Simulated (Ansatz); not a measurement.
This triplet is an excited state, 0.97 eV above the relaxed singlet at the level frozen-core CCSD(T)/cc-pVTZ // PBE0-D3(BJ)/def2-TZVP (Ansatz, a quantum-chemistry and plane-wave program).

These are PBE0-D3(BJ)/def2-TZVP run with Ansatz values and carry that method's errors. No frequencies were computed at this level.

Ansatz 0.2 input:
```yaml
crystal:
  periodic: [false, false, false]
  atoms:
    - { symbol: Si, position_ang: [-0.685235, 0.084924, 0.148007] }
    - { symbol: Si, position_ang: [1.147818, -0.894237, -0.798102] }
    - { symbol: Cl, position_ang: [2.98529, -0.008187, -0.379854] }
    - { symbol: H, position_ang: [-0.951332, 1.478537, -0.242236] }
    - { symbol: H, position_ang: [-1.769723, -0.762847, -0.346624] }
    - { symbol: H, position_ang: [-0.726818, 0.10181, 1.61881] }
basis:
  gaussian: { orbitals: def2-tzvp }
hamiltonian:
  xc: pbe0
  dispersion: d3bj
relax:
  max_steps: 150
magnetization:
  spin_polarized: true
  initial_magnetization: 2
```

Output:

```
Functional definition: PBE0
936 factors; their error is unknown
mean field evaluation 1: about -28314.5371 eV, gradient 1.0e1 eV
mean field evaluation 2: about -28314.9414 eV, gradient 8.4e0 eV
mean field evaluation 4: about -28315.4562 eV, gradient 6.4e-1 eV
mean field evaluation 8: about -28315.4628 eV, gradient 4.0e-2 eV
mean field evaluation 16: about -28315.5670 eV, gradient 7.9e-5 eV
mean field -28315.56704034 eV, -1040.5778957520 hartree, gradient 7.9e-5 eV, S^2 2.005242; 0 other end points of the search recorded, 0 dependent functions left out
reference -28315.56707163 eV, -1040.5778969018 hartree; 25, 23 occupied and 104, 106 virtual orbitals, 936 factors
relax step   1: F+E_penalty+E_count = -28315.70415868 eV  Δ(F+E_penalty+E_count) = +0.000e0 eV  max|allowed force component| = 7.309e-1 eV/Å  Δτ_max = 0.0000 Å  (29 SCF iters, accepted)
these checks for a lower state are left out or cut short: starts, cluster_reference, orbital_swaps, neighbouring_geometries, increment
936 factors; their error is unknown
mean field -28315.61507022 eV, -1040.5796608174 hartree, gradient 2.6e-5 eV, S^2 2.005198; 0 other end points of the search recorded, 0 dependent functions left out
reference -28315.61510169 eV, -1040.5796619740 hartree; 25, 23 occupied and 104, 106 virtual orbitals, 936 factors
relax step   2: F+E_penalty+E_count = -28315.75150743 eV  Δ(F+E_penalty+E_count) = -4.735e-2 eV  max|allowed force component| = 1.696e-1 eV/Å  Δτ_max = 0.0901 Å  (30 SCF iters, accepted)
these checks for a lower state are left out or cut short: starts, cluster_reference, orbital_swaps, neighbouring_geometries, increment
936 factors; their error is unknown
mean field -28315.62247663 eV, -1040.5799329978 hartree, gradient 5.9e-5 eV, S^2 2.005233; 0 other end points of the search recorded, 0 dependent functions left out
reference -28315.62250808 eV, -1040.5799341538 hartree; 25, 23 occupied and 104, 106 virtual orbitals, 936 factors
relax step   3: F+E_penalty+E_count = -28315.75893091 eV  Δ(F+E_penalty+E_count) = -7.423e-3 eV  max|allowed force component| = 2.895e-2 eV/Å  Δτ_max = 0.0319 Å  (29 SCF iters, accepted)
these checks for a lower state are left out or cut short: starts, cluster_reference, orbital_swaps, neighbouring_geometries, increment
936 factors; their error is unknown
mean field evaluation 32: about -28315.6227 eV, gradient 2.8e-4 eV
mean field -28315.62267708 eV, -1040.5799403642 hartree, gradient 2.6e-5 eV, S^2 2.005230; 0 other end points of the search recorded, 0 dependent functions left out
reference -28315.62270853 eV, -1040.5799415200 hartree; 25, 23 occupied and 104, 106 virtual orbitals, 936 factors
relax step   4: F+E_penalty+E_count = -28315.75923644 eV  Δ(F+E_penalty+E_count) = -3.055e-4 eV  max|allowed force component| = 1.067e-2 eV/Å  Δτ_max = 0.0069 Å  (26 SCF iters, accepted)
these checks for a lower state are left out or cut short: starts, cluster_reference, orbital_swaps, neighbouring_geometries, increment
936 factors; their error is unknown
mean field -28315.62279439 eV, -1040.5799446754 hartree, gradient 5.8e-5 eV, S^2 2.005222; 0 other end points of the search recorded, 0 dependent functions left out
reference -28315.62282583 eV, -1040.5799458307 hartree; 25, 23 occupied and 104, 106 virtual orbitals, 936 factors
relax step   5: F+E_penalty+E_count = -28315.75967208 eV  Δ(F+E_penalty+E_count) = -4.356e-4 eV  max|allowed force component| = 2.124e-2 eV/Å  Δτ_max = 0.0219 Å  (28 SCF iters, accepted)
these checks for a lower state are left out or cut short: starts, cluster_reference, orbital_swaps, neighbouring_geometries, increment
936 factors; their error is unknown
mean field -28315.62275638 eV, -1040.5799432785 hartree, gradient 7.7e-6 eV, S^2 2.005221; 0 other end points of the search recorded, 0 dependent functions left out
reference -28315.62278781 eV, -1040.5799444336 hartree; 25, 23 occupied and 104, 106 virtual orbitals, 936 factors
relax step   6: F+E_penalty+E_count = -28315.75971651 eV  Δ(F+E_penalty+E_count) = -4.443e-5 eV  max|allowed force component| = 2.923e-3 eV/Å  Δτ_max = 0.0063 Å  (26 SCF iters, accepted)
936 factors; their error is unknown
mean field evaluation 64: about -28315.6228 eV, gradient 6.1e-5 eV
mean field -28315.62275638 eV, -1040.5799432785 hartree, gradient 7.6e-6 eV, S^2 2.005221; 1 other end points of the search recorded, 0 dependent functions left out
reference -28315.62278781 eV, -1040.5799444336 hartree; 25, 23 occupied and 104, 106 virtual orbitals, 936 factors
Total energy: -28315.75974794 eV, -1040.5849776255 hartree
Atom 0 at    -0.729046     0.082263     0.151361 Å, force    -0.002923    -0.001190    -0.000266 eV/Å
Atom 1 at     1.172271    -0.880519    -0.793142 Å, force     0.000430    -0.000503    -0.000772 eV/Å
Atom 2 at     2.974488     0.018725    -0.356341 Å, force     0.000574     0.000063     0.000293 eV/Å
Atom 3 at    -0.900771     1.486764    -0.305529 Å, force     0.000012     0.001026    -0.000565 eV/Å
Atom 4 at    -1.852810    -0.758635    -0.332880 Å, force     0.001348     0.000610     0.000272 eV/Å
Atom 5 at    -0.664133     0.051403     1.636532 Å, force     0.000560    -0.000006     0.001039 eV/Å
Dipole moment:    -0.267039    -0.030189     0.011076 e Å
```

Cost: around 27 core-seconds (rough).
